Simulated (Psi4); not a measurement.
C2H7Al, charge -1, doublet, at a GFN2-xTB geometry (such geometries of metal compounds can be far from the true shape) (a state made from the parent by changing its charge; the spin is typed, not shown lowest) (a gas-phase anion, which may not be bound at this level).

The Psi4 input:
```
memory 2 GB

molecule mol {
-1 2
Al    0.729791   -0.114475   -0.084578
C    -0.720476   -1.528481    0.402992
H    -0.329936   -2.556121    0.338070
H    -1.604100   -1.510800   -0.252707
H    -1.113299   -1.430720    1.427738
C    -0.272820    1.711438   -0.119545
H     0.372405    2.527080   -0.481753
H    -0.633440    2.042261    0.867613
H    -1.156798    1.726549   -0.774829
H     0.937660   -0.407813   -1.725299
}

set {
  basis def2-sv(p)
  reference uks
}

energy('r2scan')
print_variables()
```

### Question
Give the total energy at the level R2SCAN/def2-SV(P) in Psi4 1.11.

### Answer
-322.601632 Ha

### Question
Predict the nuclear repulsion energy from R2SCAN/def2-SV(P).

### Answer
93.1114 Eh

### Question
Predict the <S^2> from R2SCAN/def2-SV(P).

### Answer
0.752

### Question
What number of basis functions does R2SCAN/def2-SV(P) give?

### Answer
60

A gas-phase anion may not be bound at this level; its values then depend on the basis.

These values belong to the state on which the SCF converged, which isn't shown to be the lowest.

### Question
Roughly what does it cost on one core?

### Answer
roughly 27 core-seconds.
